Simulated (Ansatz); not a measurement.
```yaml
crystal:
  periodic: [false, false, false]
  atoms:
    - {symbol: C, position_ang: [-1.028065, 1.656530, -0.646618]}
    - {symbol: Sc, position_ang: [-0.297198, -0.771449, -0.596109]}
    - {symbol: C, position_ang: [1.117346, -1.200688, 0.939445]}
    - {symbol: F, position_ang: [-1.337897, -1.733097, -1.659338]}
    - {symbol: H, position_ang: [-0.695594, 2.064362, -1.688461]}
    - {symbol: H, position_ang: [-0.165265, 2.231289, 0.231180]}
    - {symbol: H, position_ang: [-2.051438, 1.663420, -0.391082]}
    - {symbol: H, position_ang: [0.851184, -2.187598, 1.555018]}
    - {symbol: H, position_ang: [1.416132, -0.323061, 1.671885]}
    - {symbol: H, position_ang: [2.198174, -1.460777, 0.496171]}
basis:
  gaussian: {orbitals: def2-mTZVPP, fitting: {mean_field: cc-pVTZ-jkfit}}
magnetization: {spin_polarized: true, initial_magnetization: 2}
hamiltonian: {xc: {name: B97M-V}}
relax: {f_tol: 0.001, max_steps: 1}
output: {forces: true}
```

```sh
$ ansatz run in.yaml --threads 4 --pin off --events-out ev --progress --plain --max-ram 10444MiB
```

(1) How does Ansatz answer? (Best estimate.)

Results:

(1) Ansatz gave: The input was rejected before any iteration.
```
Functional definition: B97M-V
Error: <dir> the basis set cc-pVTZ-JKFIT has no functions for Sc
```
